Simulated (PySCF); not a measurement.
H3Si, SMILES [SiH3-], charge -1.

Geometry optimised at PBE0-D3(BJ)/def2-TZVPD.

Calculation: PySCF with HF/def2-TZVPD.

Symmetry labels are those of the subgroup Cs that the program uses (full group C3v).

Computed valence orbital energies around the gap with their symmetry:
```tsv
orbital	symmetry	energy (eV)
HOMO−7	A'	-159.58
HOMO−6	A'	-108.01
HOMO−5	A"	-108.01
HOMO−4	A'	-107.99
HOMO−3	A'	-12.34
HOMO−2	A'	-5.93
HOMO−1	A"	-5.93
HOMO	A'	-1.82
LUMO	A'	6.25
LUMO+1	A'	8.01
LUMO+2	A"	8.01
LUMO+3	A'	8.55
```
